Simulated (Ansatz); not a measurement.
Basis-set series for `[GaH2][B]1B[SiH2]1`. Charge 0, multiplicity 1. All single points use the PBE0-D4/def2-TZVP geometry.

```xyz
9

Ga   -0.1630    1.3900    1.4740
B     0.4172   -0.3435    0.5661
B     0.5342   -1.7748    0.1429
Si   -0.1026   -0.3046   -1.2774
H     0.7195    2.0044    2.6194
H    -1.4594    2.1501    1.0143
H     0.6901   -2.8537   -0.3117
H     0.1991   -1.1600   -2.4577
H    -0.8350    0.8919   -1.7700
```

```csv
functional,basis,functions,energy (Eh),HOMO (eV),LUMO (eV)
PBE0-D4,def2-SVP,103,-2266.12130,-7.06,-2.19
PBE0-D4,def2-TZVPP,222,-2266.52493,-7.04,-2.22
ωB97M-V,def2-SVP,103,-2266.39629,-8.98,-0.22
ωB97M-V,def2-TZVPP,222,-2266.80384,-8.99,-0.33
```

(1) Give the rows for def2-QZVPP. (Best estimate.)

## Answers

(1) The calculation gave: 
```tsv
functional	basis	functions	energy (Eh)	HOMO (eV)	LUMO (eV)
PBE0-D4	def2-QZVPP	423	-2266.58122	-7.04	-2.23
ωB97M-V	def2-QZVPP	423	-2266.85802	-8.99	-0.38
```

Scalar relativity is left out up to krypton.

Program: Ansatz 0.2.0.
